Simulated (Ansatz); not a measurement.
Reaction (formal hydrolysis of the Si–C bond): `C#C[Si](C)(F)F` + H₂O → `C[Si](O)(F)F` + `C#C`

Program: Ansatz. Geometries: PBE0-D4/def2-TZVP. ΔE: electronic, gas phase. CBS: MP2 limit from def2 TZ/QZ plus the TZ coupled-cluster correction, frozen cores. This one scheme is used for every species. Functionals use def2-TZVPP. B3LYP here is the variant with VWN-RPA as its local correlation; programs differ in this. HSE06 is defined as in plane-wave codes. Each species was taken in one conformer, which may not be the lowest.

| level | ΔE (kJ/mol) |
| --- | --- |
| B3LYP-D4 | -79.7 |
| BLYP | -79.8 |
| HSE06 | -76.9 |
| HF/def2-SVP | -86.3 |

(1) What does CCSD(T)/CBS give? (Estimate.)

Largest T1 diagnostic among the species: 0.013.

Results:

(1) The calculation gave: -78.0 kJ/mol. The listed levels differ from it by -1.7, -1.8, 1.1, -8.3 kJ/mol.

From BLYP to BHLYP (50 % exact exchange), in def2-TZVPP and without D4, ΔE moves by −9.4 kJ/mol. In def2-TZVPP, CCSD(T) changes the Hartree–Fock value by +14.7 kJ/mol (the triples alone add +2.9 kJ/mol) and MP2 by +16.7 kJ/mol. The D4 term adds +3.7 kJ/mol with B3LYP and +2.3 kJ/mol with PBE0; it sums over pairs of atoms, weighted by their polarisabilities, and B3LYP, whose exchange is more repulsive, gets the larger term.

CCSD(T)/CBS has its own doubt, a few kJ/mol and more with outer-core shells, so smaller differences from it don't rank the levels.
